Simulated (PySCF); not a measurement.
SMILES FC=C=C=C=CF, C5H2F2

Molfile (atoms numbered from 1):
```
C5H2F2
     RDKit          3D

  9  8  0  0  0  0  0  0  0  0999 V2000
    3.2225   -1.1556   -1.0919 F   0  0  0  0  0  0  0  0  0  0  0  0
    2.2142   -1.2934   -0.2288 C   0  0  0  0  0  0  0  0  0  0  0  0
    1.0972   -0.6260   -0.3417 C   0  0  0  0  0  0  0  0  0  0  0  0
   -0.0104   -0.0047   -0.3856 C   0  0  0  0  0  0  0  0  0  0  0  0
   -1.1098    0.6303   -0.4351 C   0  0  0  0  0  0  0  0  0  0  0  0
   -2.2617    1.2397   -0.5213 C   0  0  0  0  0  0  0  0  0  0  0  0
   -2.4953    2.4158    0.0642 F   0  0  0  0  0  0  0  0  0  0  0  0
    2.4312   -2.0093    0.5565 H   0  0  0  0  0  0  0  0  0  0  0  0
   -3.1240    0.8631   -1.0609 H   0  0  0  0  0  0  0  0  0  0  0  0
  1  2  1  0
  2  3  2  0
  3  4  2  0
  4  5  2  0
  5  6  2  0
  6  7  1  0
  2  8  1  0
  6  9  1  0
M  END
```

Theory: TDDFT CAM-B3LYP/def2-TZVPD excited states, vertical, gas phase in PySCF. Geometry: PBE0-D3(BJ)/def2-TZVP.

Q: Give the one- and two-photon strengths of the lowest singlets.

A: δ for parallel linear polarisation; σ at the peak of a Lorentzian of half width 0.1 eV, single beam; Ω is circular over linear.
| state | E (eV) | f | photon λ (nm) | δ (au) | σ (GM) | Ω | main |
| --- | --- | --- | --- | --- | --- | --- | --- |
| S1 | 3.71 | 0.000 | 668 | 0.45 | 0.00 | 1.50 | HOMO−1→LUMO 0.47, HOMO→LUMO+1 0.46 |
| S2 | 3.83 | 0.000 | 648 | <0.1 | 0.00 | – | HOMO→LUMO 0.31, HOMO−1→LUMO+1 0.30 |
| S3 | 4.74 | 0.000 | 523 | 37.7 | 0.31 | 0.52 | HOMO−1→LUMO+1 0.47, HOMO→LUMO 0.47 |
| S4 | 6.19 | 2.058 | 401 | 2.67 | 0.04 | 1.50 | HOMO−1→LUMO 0.28, HOMO→LUMO+1 0.28 |
| S5 | 6.57 | 0.001 | 377 | 69.6 | 1.10 | 1.04 | HOMO→LUMO+2 0.58, HOMO−1→LUMO+2 0.16 |
| S6 | 6.59 | 0.042 | 376 | 40.4 | 0.64 | 1.50 | HOMO−1→LUMO+2 0.62, HOMO→LUMO+2 0.18 |

Among these, the strongest one-photon state is S4, the strongest two-photon state S5, with a dipole change of 1.2 D (relaxed, norm of the difference vector).
